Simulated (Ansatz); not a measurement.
Si oxide hydroxide: binding per atom (eV) at several levels, gas phase, relaxed structures; Ansatz. Clusters are the lowest isomers that short searches found in that spin, judged at the geometry's level. Binding counts from free atoms in the multiplicity of their measured ground term, without zero-point energy. The structures are stationary points that may keep the symmetry of their start. Remarks come from the PBE and PBE0 runs and from stability tests at other levels; not every state was tested.

| species | state | geometry | PBE-D4/def2-SVP | PBE-D4/def2-TZVP | r2SCAN-D4/def2-TZVP | PBE0-D4/def2-TZVP | remarks |
| --- | --- | --- | --- | --- | --- | --- | --- |
| SiO3H2 | singlet | PBE-D4/def2-TZVP | 4.29 | 4.39 | 4.30 | 4.21 | – |
| SiO4H4 | singlet | r2SCAN-D4/def2-SVP | 3.70 | 3.75 | 3.66 | 3.57 | restricted SCF unstable in HF |
| Si4O9H2 | singlet | PBE-D4/def2-SVP | 4.96 | 5.04 | 4.93 | 4.82 | – |

Q: Estimate the column for PBE0-D4/def2-SVP.

A: SiO3H2 4.09; SiO4H4 3.52; Si4O9H2 4.70.
